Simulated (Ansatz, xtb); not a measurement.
**Relative energy of two isomers of C3H11BBrN**

Structure a: `CC[NH2+][B@H-](C)Br`, a singlet. Structure b: `C[B@H-](Br)[NH+](C)C`, a singlet. Both are isolated molecules in the gas phase, relaxed with B3LYP-D3(BJ)/def2-SVP, each in the lowest conformer that the search found.

Problem. Estimate E(b) − E(a) at the level CCSD(T)/def2-SVP + ΔMP2/def2-TZVPP.

Solution. Calculated at CCSD(T)/def2-SVP + ΔMP2/def2-TZVPP: E(b) − E(a) = +0.229 eV, so structure a lies lower.

The same difference at several levels:

```json
{"level": "GFN2-xTB", "geometry": "GFN2-xTB", "E(b) − E(a) (eV)": "+0.026", "departure from the last row (eV)": "−0.203", "job, with rough time for the two": "optimisation, 0.1 s"}
{"level": "HF/STO-3G", "geometry": "GFN2-xTB", "E(b) − E(a) (eV)": "+0.224", "departure from the last row (eV)": "−0.005", "job, with rough time for the two": "single point, 0.26 s"}
{"level": "r2SCAN-D4/def2-SVP", "geometry": "GFN2-xTB", "E(b) − E(a) (eV)": "+0.272", "departure from the last row (eV)": "+0.043", "job, with rough time for the two": "single point, 1.4 s"}
{"level": "B3LYP-D3(BJ)/def2-SVP", "geometry": "B3LYP-D3(BJ)/def2-SVP", "E(b) − E(a) (eV)": "+0.249", "departure from the last row (eV)": "+0.020", "job, with rough time for the two": "optimisation, 21 s"}
{"level": "HF/def2-SVP", "geometry": "B3LYP-D3(BJ)/def2-SVP", "E(b) − E(a) (eV)": "+0.331", "departure from the last row (eV)": "+0.101", "job, with rough time for the two": "part of the CCSD(T) run"}
{"level": "MP2/def2-SVP", "geometry": "B3LYP-D3(BJ)/def2-SVP", "E(b) − E(a) (eV)": "+0.253", "departure from the last row (eV)": "+0.024", "job, with rough time for the two": "part of the CCSD(T) run"}
{"level": "CCSD(T)/def2-SVP", "geometry": "B3LYP-D3(BJ)/def2-SVP", "E(b) − E(a) (eV)": "+0.244", "departure from the last row (eV)": "+0.015", "job, with rough time for the two": "single point"}
{"level": "CCSD(T)/def2-SVP + ΔMP2/def2-TZVPP", "geometry": "B3LYP-D3(BJ)/def2-SVP", "E(b) − E(a) (eV)": "+0.229", "departure from the last row (eV)": "", "job, with rough time for the two": "single point, 36 s"}
```

As drawn, b has 1 C–N, 1 C–H in place of 1 C–C, 1 N–H.

None of the levels shown reverses the order. The largest departure from CCSD(T)/def2-SVP + ΔMP2/def2-TZVPP is that of GFN2-xTB, 0.203 eV. The last row adds to CCSD(T) the change of the MP2 difference between the two basis sets, here −0.015 eV.

With thermal terms from frequencies at re-optimised GFN2-xTB minima (ideal gas, soft modes damped towards free rotors, one conformer each, 298.15 K, 1 atm): on the last row, ΔE + ΔZPE = +0.229, ΔH = +0.222, ΔG = +0.260 eV.

The correlated steps freeze 14 core orbitals; the filled d shell of Br is correlated, in a basis made for valence electrons. Codes used: Ansatz 0.2.0, xtb 6.7.1; the last row on 4 threads of AMD EPYC 9R45 96-Core Processor (Zen 5) on a shared host.
